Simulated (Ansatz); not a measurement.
Results of the Gaussian-basis code of Ansatz.

A structure relaxed at PBE0-D4/def2-TZVP, charge 0, multiplicity 1:

Cartesian coordinates in Å:
```
C 0.515 1.231 -0.189
C 0.052 0.160 -1.150
O -0.963 -0.672 -0.618
In -0.756 -1.494 1.145
F 0.893 -1.467 2.164
F -2.185 -2.458 2.004
H 1.257 1.883 -0.657
H 0.991 0.786 0.694
H -0.327 1.849 0.133
H -0.385 0.623 -2.042
H 0.908 -0.441 -1.484
```

Give its formula and SMILES.

C2H5F2InO, `CC[O][In]([F])[F]`.

Summarise the bond lengths by kind.

1 × C–C 1.511 Å; 5 × C–H 1.093 to 1.098 Å; 1 × C–O 1.416 Å; 1 × In–O 1.956 Å; 2 × F–In 1.926 to 1.939 Å.
